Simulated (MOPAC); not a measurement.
Diatomic BeH-, closed-shell singlet (lowest of 2S+1 = 1, 3 at CCSD(T)/def2-TZVPP on PBE0 minima; our sources give no spin for the ground state, which may be another).

Seven points along R, fitted to fifth degree in 1/R; most abundant isotopes. Runs in def2 and cc sets follow the lowest solution found near the PBE0 minimum. The singlet is held restricted.

The state that PM6 reach isn't checked.

Programs: MOPAC for PM6 (differences of heats of formation). Values without a source in brackets are computed.

Energies at PM6:

```tsv
R (Å)	E (hartree)
1.338735	0.17972505
1.374723	0.17845162
1.407831	0.17812074
1.445258	0.17858999
1.482685	0.17983013
1.525870	0.18206691
1.576253	0.18556474
```

### Question
With a reduced mass of 0.9065 u, find the minimum, the force constant and the constants.

### Answer
A fifth-degree polynomial in 1/R puts the minimum at r_e = 1.4061 Å with force constant 282 N/m. Then ω_e = (1/2πc)√(k/μ) = 2297 cm⁻¹ and B_e = h/(8π²cμr_e²) = 9.406 cm⁻¹; the cubic and quartic terms give α_e = 0.21 and ω_e x_e = 38 cm⁻¹.
